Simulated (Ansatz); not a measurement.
Br₂HSb (`[Br][SbH][Br]`), 4 atoms. The species carries charge 0 and has multiplicity 1. Correlated methods include outer-core shells of Br, Sb, which these sets cover unevenly. Scalar relativity is left out up to krypton. Sb: def2 effective core potential. All runs use 2 threads of an Arm Neoverse V1 on a shared host. Correlated methods freeze the cores.

Task: Give the basis size and wall time and peak host memory of each of these runs in Ansatz. RKS PBE0-D4/def2-QZVPP energy; RKS PBE-D4/def2-TZVPP energy and forces; RHF-CCSD(T)/def2-TZVPP energy; RKS HSE06 (plane-wave form)-D4/def2-TZVPP energy; RHF-MP2/def2-QZVPP energy; RKS ωB97M-V/def2-SVP energy; RKS ωB97M-V/def2-QZVPP energy; RKS PBE0-D4/def2-TZVP relaxation (5 steps); RKS ωB97X-V/def2-TZVPP energy; RHF-CCSD(T)/def2-SVP energy; RKS PBE0-D4/def2-TZVP frequencies; RKS PBE0-D4/def2-SVP energy. (Estimate.)

Result: Computed: Other jobs shared the machine, so times are rough.

```
                                    level                   job  functions  wall time  peak host memory (GiB)
                     RKS PBE0-D4/def2-SVP                energy         95      2.2 s                    0.36
                    RKS PBE-D4/def2-TZVPP     energy and forces        160      2.7 s                     0.2
RKS HSE06 (plane-wave form)-D4/def2-TZVPP                energy        160      3.9 s                     0.5
                     RHF-CCSD(T)/def2-SVP                energy         95      4.6 s                    0.36
                     RKS ωB97M-V/def2-SVP                energy         95      8.5 s                    0.36
                   RKS ωB97X-V/def2-TZVPP                energy        160       10 s                    0.58
                   RKS PBE0-D4/def2-QZVPP                energy        290       11 s                     1.1
                       RHF-MP2/def2-QZVPP                energy        290       18 s                     1.1
                   RKS ωB97M-V/def2-QZVPP                energy        290       24 s                     1.2
                    RKS PBE0-D4/def2-TZVP  relaxation (5 steps)        152       30 s                    0.46
                   RHF-CCSD(T)/def2-TZVPP                energy        160       35 s                    0.99
                    RKS PBE0-D4/def2-TZVP           frequencies        152       60 s                    0.46
```
